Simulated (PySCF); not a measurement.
PySCF input for CHF, SMILES [CH]F (connectivity only; charge and spin as stated), neutral, multiplicity 1, ADC(2)/aug-cc-pVDZ. Geometry: B3LYP-D3(BJ)/def2-TZVPD. The isomer is the one that the SMILES or the coordinates give; other isomers of the formula were not compared.

```python
import numpy as np
from pyscf import gto, scf, dft, adc

mol = gto.M(
    atom='''
    C    -0.18827936   -0.70068260    0.00000000
    F     0.03068065    0.59141964    0.00000000
    H     0.85355028   -1.11868123    0.00000000
    ''',
    basis='aug-cc-pVDZ',
    charge=0,
    spin=0,
    max_memory=1600,
    verbose=4,
)
mf = scf.RHF(mol)
mf.conv_tol = 1e-10
mf.max_cycle = 100
mf.kernel()
res = {}
for kind, nroots in (('ee', 6), ('ip', 6), ('ea', 2)):
    a = adc.ADC(mf).density_fit('aug-cc-pvdz-ri')
    a.method, a.method_type = 'adc(2)', kind
    e, v, p, x = a.kernel(nroots=nroots)
    res[kind] = (e * 27.211386245988, p)
a = adc.ADC(mf).density_fit('aug-cc-pvdz-ri')
a.method, a.method_type, a.ncvs = 'adc(2)-x', 'ip', 2
e, v, p, x = a.kernel(nroots=2)
res['core ip, CVS-ADC(2)-x'] = (e * 27.211386245988, p)
for kind, (e, p) in res.items():
    print(kind, 'energies / eV', np.round(e, 3), 'strengths', np.round(p, 4))
```

It prints:

```
PySCF version 2.14.0

[INPUT] verbose = 4
[INPUT] num. atoms = 3
[INPUT] num. electrons = 16
[INPUT] charge = 0
[INPUT] spin (= nelec alpha-beta = 2S) = 0
[INPUT] symmetry False subgroup None
[INPUT] Mole.unit = angstrom
[INPUT] Symbol           X                Y                Z      unit          X                Y                Z       unit  Magmom
[INPUT]  1 C     -0.188279360000  -0.700682600000   0.000000000000 AA   -0.355796425308  -1.324098214248   0.000000000000 Bohr   0.0
[INPUT]  2 F      0.030680650000   0.591419640000   0.000000000000 AA    0.057978025824   1.117621144289   0.000000000000 Bohr   0.0
[INPUT]  3 H      0.853550280000  -1.118681230000   0.000000000000 AA    1.612976262746  -2.114001145392   0.000000000000 Bohr   0.0

nuclear repulsion = 27.1426868205367
number of shells = 21
number of NR pGTOs = 81
number of NR cGTOs = 55
basis = aug-cc-pVDZ
ecp = {}


[settings echo left out]
init E= -137.741416982008
  HOMO = -0.194025617362135  LUMO = -0.0382608769712949  gap/eV = 4.23857
cycle= 1 E= -137.721870529018  delta_E= 0.0195  |g|= 0.455  |ddm|= 1.68
  HOMO = -0.457725557324726  LUMO = -0.00777204355273309  gap/eV = 12.24386
cycle= 2 E= -137.763754515188  delta_E= -0.0419  |g|= 0.249  |ddm|= 0.538
  HOMO = -0.417157959454585  LUMO = 0.0359149955396473  gap/eV = 12.32874
cycle= 3 E= -137.774726323749  delta_E= -0.011  |g|= 0.0516  |ddm|= 0.16
  HOMO = -0.408021824048102  LUMO = 0.038273091329355  gap/eV = 12.14430
cycle= 4 E= -137.775483732665  delta_E= -0.000757  |g|= 0.0144  |ddm|= 0.07
  HOMO = -0.410837165884442  LUMO = 0.0382225603284301  gap/eV = 12.21954
cycle= 5 E= -137.775636912821  delta_E= -0.000153  |g|= 0.00346  |ddm|= 0.0506
  HOMO = -0.4107887287154  LUMO = 0.0380940970343495  gap/eV = 12.21472
cycle= 6 E= -137.775649043053  delta_E= -1.21e-05  |g|= 0.000803  |ddm|= 0.0157
  HOMO = -0.410813824938435  LUMO = 0.0380989871077224  gap/eV = 12.21554
cycle= 7 E= -137.775649566979  delta_E= -5.24e-07  |g|= 0.000207  |ddm|= 0.00258
  HOMO = -0.410805958000718  LUMO = 0.0380982994606995  gap/eV = 12.21531
cycle= 8 E= -137.775649597001  delta_E= -3e-08  |g|= 5.58e-05  |ddm|= 0.000364
  HOMO = -0.410802822034777  LUMO = 0.0380991447824774  gap/eV = 12.21524
cycle= 9 E= -137.775649599457  delta_E= -2.46e-09  |g|= 9.25e-06  |ddm|= 0.000149
  HOMO = -0.410802590401196  LUMO = 0.0380994146970783  gap/eV = 12.21525
cycle= 10 E= -137.775649599532  delta_E= -7.51e-11  |g|= 1.6e-06  |ddm|= 3.58e-05
  HOMO = -0.410802717683388  LUMO = 0.0380994877806557  gap/eV = 12.21525
Extra cycle  E= -137.775649599534  delta_E= -2.07e-12  |g|= 6.76e-07  |ddm|= 3.9e-06
converged SCF energy = -137.775649599534

******** <class 'pyscf.adc.radc.RADC'> ********
******** ADC Orbital Information ********
Number of Frozen Occupied Orbitals: 0
Number of Frozen Virtual Orbitals: 0
Number of Active Occupied Orbitals: 8
Number of Active Virtual Orbitals: 47
*****************************************
******** <class 'pyscf.df.df.DF'> ********
auxbasis = aug-cc-pvdz-ri
Reference correlation energy (doubles): -0.32312760
MP2 correlation energy of reference state (a.u.) = -0.32312760

******** <class 'pyscf.adc.radc_ee.RADCEE'> ********
max_space = 12
max_cycle = 50
conv_tol = 1e-08

*************************************************************
        ADC calculation summary (singlet states only)
*************************************************************
adc(2) root 0  |  Energy (Eh) =   0.0867442301  |  Energy (eV) =   2.36043073  |  Osc. strength = 0.00677699  |  conv = True
adc(2) root 1  |  Energy (Eh) =   0.2436567991  |  Energy (eV) =   6.63023922  |  Osc. strength = 0.06437096  |  conv = True
adc(2) root 2  |  Energy (Eh) =   0.2731356202  |  Energy (eV) =   7.43239880  |  Osc. strength = 0.02123032  |  conv = True
adc(2) root 3  |  Energy (Eh) =   0.3019771178  |  Energy (eV) =   8.21721592  |  Osc. strength = 0.03385390  |  conv = True
adc(2) root 4  |  Energy (Eh) =   0.3053622113  |  Energy (eV) =   8.30932901  |  Osc. strength = 0.00051716  |  conv = True
adc(2) root 5  |  Energy (Eh) =   0.3114606477  |  Energy (eV) =   8.47527591  |  Osc. strength = 0.07663728  |  conv = True

******** <class 'pyscf.adc.radc.RADC'> ********
******** ADC Orbital Information ********
Number of Frozen Occupied Orbitals: 0
Number of Frozen Virtual Orbitals: 0
Number of Active Occupied Orbitals: 8
Number of Active Virtual Orbitals: 47
*****************************************
******** <class 'pyscf.df.df.DF'> ********
auxbasis = aug-cc-pvdz-ri
Reference correlation energy (doubles): -0.32312760
MP2 correlation energy of reference state (a.u.) = -0.32312760

******** <class 'pyscf.adc.radc_ip.RADCIP'> ********
max_space = 12
max_cycle = 50
conv_tol = 1e-08

*************************************************************
        ADC calculation summary (doublet states only)
*************************************************************
adc(2) root 0  |  Energy (Eh) =   0.3675312130  |  Energy (eV) =  10.00103371  |  Spec. factor = 1.83558689  |  conv = True
adc(2) root 1  |  Energy (Eh) =   0.5669192399  |  Energy (eV) =  15.42665828  |  Spec. factor = 1.74981786  |  conv = True
adc(2) root 2  |  Energy (Eh) =   0.5987794715  |  Energy (eV) =  16.29361934  |  Spec. factor = 1.75201200  |  conv = True
adc(2) root 3  |  Energy (Eh) =   0.6537939739  |  Energy (eV) =  17.79064020  |  Spec. factor = 1.77916828  |  conv = True
adc(2) root 4  |  Energy (Eh) =   0.8272654324  |  Energy (eV) =  22.51103902  |  Spec. factor = 1.74802822  |  conv = True
adc(2) root 5  |  Energy (Eh) =   0.8597124002  |  Energy (eV) =  23.39396599  |  Spec. factor = 0.00031788  |  conv = True

******** <class 'pyscf.adc.radc.RADC'> ********
******** ADC Orbital Information ********
Number of Frozen Occupied Orbitals: 0
Number of Frozen Virtual Orbitals: 0
Number of Active Occupied Orbitals: 8
Number of Active Virtual Orbitals: 47
*****************************************
******** <class 'pyscf.df.df.DF'> ********
auxbasis = aug-cc-pvdz-ri
Reference correlation energy (doubles): -0.32312760
MP2 correlation energy of reference state (a.u.) = -0.32312760

******** <class 'pyscf.adc.radc_ea.RADCEA'> ********
max_space = 12
max_cycle = 50
conv_tol = 1e-08

*************************************************************
        ADC calculation summary (doublet states only)
*************************************************************
adc(2) root 0  |  Energy (Eh) =  -0.0036652348  |  Energy (eV) =  -0.09973612  |  Spec. factor = 1.87634752  |  conv = True
adc(2) root 1  |  Energy (Eh) =   0.0331450157  |  Energy (eV) =   0.90192182  |  Spec. factor = 1.98875013  |  conv = True

******** <class 'pyscf.adc.radc.RADC'> ********
******** ADC Orbital Information ********
Number of Frozen Occupied Orbitals: 0
Number of Frozen Virtual Orbitals: 0
Number of Active Occupied Orbitals: 8
Number of Active Virtual Orbitals: 47
*****************************************
******** <class 'pyscf.df.df.DF'> ********
auxbasis = aug-cc-pvdz-ri
Reference correlation energy (doubles): -0.32312760
MP2 correlation energy of reference state (a.u.) = -0.32312760

******** <class 'pyscf.adc.radc_ip_cvs.RADCIPCVS'> ********
max_space = 12
max_cycle = 50
conv_tol = 1e-08

*************************************************************
        ADC calculation summary (doublet states only)
*************************************************************
adc(2)-x root 0  |  Energy (Eh) =  10.9577149941  |  Energy (eV) = 298.17461260  |  Spec. factor = 1.52768972  |  conv = True
adc(2)-x root 1  |  Energy (Eh) =  11.3862184863  |  Energy (eV) = 309.83478654  |  Spec. factor = 0.00936978  |  conv = True
ee energies / eV [2.36  6.63  7.432 8.217 8.309 8.475] strengths [0.0068 0.0644 0.0212 0.0339 0.0005 0.0766]
ip energies / eV [10.001 15.427 16.294 17.791 22.511 23.394] strengths [1.8356e+00 1.7498e+00 1.7520e+00 1.7792e+00 1.7480e+00 3.0000e-04]
ea energies / eV [-0.1    0.902] strengths [1.8763 1.9888]
core ip, CVS-ADC(2)-x energies / eV [298.175 309.835] strengths [1.5277 0.0094]
```

Self-consistency was reached.
